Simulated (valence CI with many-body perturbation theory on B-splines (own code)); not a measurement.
The numbers below are computed, except where a source is named.
## Ru¹¹⁺: magnetic and hyperfine properties of the levels

Level of theory: configuration interaction combined with many-body perturbation theory (CI+MBPT): five valence electrons over a frozen Dirac-Fock core [Ar] 3d10, radial functions for each j: 11 s, 11 p, 10 d, 8 f, 5 g, 2 h, with the one-electron correlation potential Σ1, the two-electron term Σ2, the three-electron term Σ3, Breit, model QED; selected CI, second order for the rest, scaled by the run's own slope (own B-spline code, finite nucleus).

No measured spectrum was set against this ion. As an estimate, levels hold to about 250 cm⁻¹ or 0.2 % of their energy and the worst to 1 %, as in measured heavy ions of charge 2 to 7; those with d or f electrons hold less well. Among the levels kept, up to 2600 cm⁻¹ of a level comes from second order outside the variational space, and about a tenth of that is noise between levels of different J, which matters for small intervals.

A/g_I is the dipole constant over the nuclear g factor μ/I (μ in nuclear magnetons, uniformly magnetised nucleus), B/Q the quadrupole constant per barn. Both hold the static response of the core; the bare values leave it out. Large factors of s and p1/2 electrons are usually good to 5 to 10 %; those of open d and f shells near neutrality can be off by tens of per cent, and small factors of p3/2, d and f electrons come from cancelling terms and can be off by a factor of two or in sign, in half-filled shells by more. B is blank for J = 1/2, where it vanishes, and for nearly pure S terms. Energies count from the lowest level.

Names give the largest LS component (configuration and term), which can be under half, so a name can repeat, a term be missing and a line seem to break the LS rules; names also repeat where a configuration has a term twice. Letters in brackets count levels of one name in rising energy.

```tsv
Level	E (cm⁻¹)	g	A/g_I (MHz)	A/g_I bare	B/Q (MHz/b)	B/Q bare
4s²4p³ ⁴S°_3/2	0	1.804	2260	1880	2400	2220
4s²4p³ ²D°_3/2	32348	1.081	2750	2590	7690	7130
4s²4p³ ²D°_5/2	44083	1.200	9610	8970	-49.1	-41.1
4s²4p³ ²P°_1/2	66243	0.665	28200	26600		
4s²4p³ ²P°_3/2	89570	1.248	5210	4840	-10100	-9400
4s4p⁴ ⁴P_5/2	263600	1.575	23100	21600	7440	6900
4s4p⁴ ⁴P_3/2	284490	1.689	16700	15600	-7000	-6490
4s4p⁴ ⁴P_1/2	289770	2.604	55000	51600		
4s4p⁴ ²D_3/2	324600	0.888	-5140	-4810	-10900	-10100
4s4p⁴ ²D_5/2	332370	1.224	26100	24500	-16500	-15300
4s4p⁴ ²S_1/2	367480	1.551	43800	41100		
4s4p⁴ ²P_3/2	373360	1.285	536	449	5060	4690
4s4p⁴ ²P_1/2	405370	1.153	52300	49300		
4s²4p²4d ⁴F_3/2	410310	0.532	2650	2640	829	710
4s²4p²4d ⁴F_5/2	419370	1.114	870	852	3670	3320
4s²4p²4d ²F_5/2 [a]	432620	0.954	7300	6860	-3280	-3060
4s²4p²4d ⁴F_7/2	434430	1.254	1470	1360	3200	2880
4s²4p²4d ⁴D_1/2	438700	0.060	11900	11400		
4s²4p²4d ⁴D_3/2	440420	1.102	5330	5010	-4470	-4130
4s²4p²4d ²F_7/2 [a]	441030	1.241	3990	3730	3910	3590
4s²4p²4d ⁴F_9/2	446640	1.294	4250	3950	-3350	-3200
4s²4p²4d ⁴D_5/2	451820	1.200	4450	4190	-3660	-3400
4s²4p²4d ²P_3/2 [a]	468360	1.273	-2760	-2620	455	398
4s²4p²4d ⁴D_7/2	471480	1.198	3850	3600	5380	4950
4s²4p²4d ²G_7/2	483220	1.009	4430	4180	10600	9720
4s²4p²4d ⁴P_5/2	488310	1.527	1160	1020	54.3	50.9
4s²4p²4d ²G_9/2	491330	1.150	3590	3390	15900	14700
4s²4p²4d ²P_1/2 [a]	491610	1.397	16100	15200		
4s²4p²4d ⁴P_3/2	492620	1.439	2690	2490	-1610	-1480
4s²4p²4d ⁴P_1/2	502180	1.786	-1980	-2170		
4s²4p²4d ²D_3/2 [a]	502360	1.032	4380	4130	3370	3100
4s²4p²4d ²D_5/2 [a]	516650	1.203	4170	3910	-682	-657
4s²4p²4d ²D_3/2 [b]	524800	0.920	4470	4200	-1860	-1710
4s²4p²4d ²P_1/2 [b]	529740	0.915	-6850	-6360		
4s²4p²4d ²D_5/2 [b]	532060	1.162	975	945	11100	10300
4s²4p²4d ²F_5/2 [b]	537010	1.051	3630	3440	3660	3370
4s²4p²4d ²S_1/2	549440	1.868	15700	14800		
4s²4p²4d ²F_7/2 [b]	550710	1.137	4570	4280	-1990	-1880
4s²4p²4d ²P_3/2 [b]	551030	1.275	2060	1940	-3240	-2990
4s²4p²4d ²D_3/2 [c]	573500	0.828	2900	2800	3130	2870
```

Problem. Take the isotope of mass number 99, with I = 5/2, μ = -0.641 μN and Q = 0.079 b. What is the hyperfine structure of 4s²4p³ ²P°_1/2?

Solution. From the table A = -7230 MHz. Shifts from the centre of gravity in MHz: F = 2: 12700, F = 3: -9040.
